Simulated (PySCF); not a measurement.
vinylidene fluoride cation (C2H2F2), SMILES C=C(F)F (connectivity only; charge and spin as stated), charge +1, multiplicity 2. Atoms are numbered in the order given.

```xyz
6

C      0.0000     0.0000     1.4080
C      0.0000     0.0000    -0.0092
F      0.0000     1.0655    -0.6818
F      0.0000    -1.0655    -0.6818
H      0.0000    -0.9579     1.9403
H      0.0000     0.9579     1.9403
```
Charge +1, spin multiplicity 2.

The structure is a stationary point at B3LYP-D3(BJ)/def2-SVP. The spin state was assumed, not searched.

Level of theory: PBE/pcH-1 (PySCF).

Unrestricted Kohn–Sham, ⟨S²⟩ = 0.752. Hyperfine tensors hold the contact and dipolar terms, without spin-orbit corrections.

Computed hyperfine couplings:
```csv
nucleus,A(iso) (MHz),A(iso) (G),dipolar principal values (MHz)
13C no. 1,55.4,19.8,"-61.7, -60.6, 122.3"
13C no. 2,-17.8,-6.3,"-22.8, -17.3, 40.1"
19F no. 3,33.2,11.9,"-166.2, -164.5, 330.7"
19F no. 4,33.2,11.9,"-166.2, -164.5, 330.7"
1H no. 5,-51.5,-18.4,"-26.6, -4.9, 31.4"
1H no. 6,-51.5,-18.4,"-26.6, -4.9, 31.4"
```

Question: And the g tensor (effective nuclear charges for spin-orbit coupling, GIAO)? (An estimate is asked for; the answer gives what the named calculation found.)

Answer: principal values 2.0021, 2.0041, 2.0057; isotropic 2.0040.
